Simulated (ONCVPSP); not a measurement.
Tl: ONCV pseudisation with LDA (Perdew-Wang 92), scalar-relativistic reference atom.

ONCVPSP 4.0.1 input, shortened (lines: element, Z, core and valence counts, functional; n l f; lmax; l rc ep ncon nbas qcut; lloc lpopt rc5 dvloc0; l nproj debl; icmod fcfact rcfact), LDA (Perdew-Wang 92), scalar-relativistic:

```
  Tl 81.00   12    3  -001012      upf
    1    0    2.00
    2    0    2.00
    2    1    6.00
    3    0    2.00
    3    1    6.00
    3    2   10.00
    4    0    2.00
    4    1    6.00
    4    2   10.00
    4    3   14.00
    5    0    2.00
    5    1    6.00
    5    2   10.00
    6    0    2.00
    6    1    0.50
    2
    0    1.95    0.00    4    8    3.00
    1    2.15    0.00    3    7    3.70
    2    1.20    0.00    3    8    9.50
    4    5    0.95    2.00
    0    2    1.80
    1    2    2.80
    2    3    1.80
    4    0.45    0.00
```

All-electron outer shells of the reference configuration (LDA (PZ), scalar-relativistic, ld1.x):

```csv
shell,level (eV),outermost node (bohr),outermost maximum (bohr)
4f,-117.87,–,0.36
5p,-79.72,0.50,0.90
5d,-19.08,0.53,1.11
6s,-13.09,1.04,2.05
6p,-5.36,1.23,2.80
```

(1) Estimate the cutoffs (Ha) at which the residual kinetic energy of the hardest occupied pseudo-wave falls to 1 and 0.1 mHa per electron.

(2) What does a ghost test show?

(3) Which valence shell sets the plane-wave cutoff?

(4) Tests: 5d10 6s2 6p1; 5d10 6s2 6p0; 5d10 6s1 6p0; 5d10 6s0 6p3. Which has the largest error in its energy relative to the reference configuration, and how large is it?

Answers

(1) 23 Ha and 36 Ha.

(2) Ghosts flagged at negative energy: s at -316.6 eV, p at -136.7 eV; GHOST(+) flagged for s at 64.0 eV, p at 129.1 eV. A true bound ghost makes a file unfit for plane-wave use.

(3) 5d: 23 Ha for 1 mHa per electron, against 10 Ha for 6s.

(4) 5d10 6s1 6p0, with -24 meV (all-electron minus pseudo) on +24.63 eV.
